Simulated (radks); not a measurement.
Tl57+, configuration [Ar] 3d6.

Method: scalar-relativistic Kohn-Sham, LDA (Slater exchange, VWN5 correlation), spin-polarised, spherical densities, finite nucleus; open shells are filled with parallel spins first (spin-orbit coupling, left out, can overturn this in heavy ions); Fermi nuclear charge, rms radius 5.4759 fm; computed with a radial shooting solver on a logarithmic mesh with Libxc functionals.

Energy parts (eV):
| part | energy |
|---|---|
| total | -468994.64 |
| kinetic | 536561.20 |
| electron-nucleus | -1066144.70 |
| Hartree | 66778.15 |
| exchange-correlation | -6189.29 |

Orbitals (lengths in bohr, moments of r in powers of bohr; r(max) is where P^2 peaks; r(90%) holds 90 % of the orbital's charge):
orbital  occ.  eigenvalue (eV)       <r^4>  r(90%)   r(max)
1s up       1        -89282.47   3.764e-07  0.0299  0.01004
1s down     1        -89281.76   3.763e-07  0.0299  0.01004
2s up       1        -18921.43  0.00005344   0.106  0.05808
2s down     1        -18900.31  0.00005332   0.106  0.05805
2p up       3        -16813.11  0.00004363   0.101  0.04822
2p down     3        -16795.50  0.00004348   0.101  0.04818
3s up       1        -6996.498    0.001647   0.250   0.1604
3s down     1        -6972.806    0.001656   0.250   0.1605
3p up       3        -6382.598    0.001738   0.254   0.1591
3p down     3        -6359.060    0.001750   0.254   0.1592
3d up       5        -5813.304    0.001220   0.234   0.1279
3d down     1        -5784.338    0.001233   0.234   0.1281

The highest occupied level is 3d down at -5784.3 eV. The density falls to 0.001 e/bohr^3 at r = 0.56 bohr. The electron density at the nucleus is 2.695e+06 e/bohr^3 (large components only). For comparison, the ionisation energy in NIST's Atomic Spectra Database is 5824 eV (theoretical). In exact Kohn-Sham theory the highest level is minus the ionisation energy, but local and semilocal functionals leave it too shallow, through self-interaction and a potential that decays too fast; potentials with the right tail come closer. Spin moment in Bohr magnetons: 4.
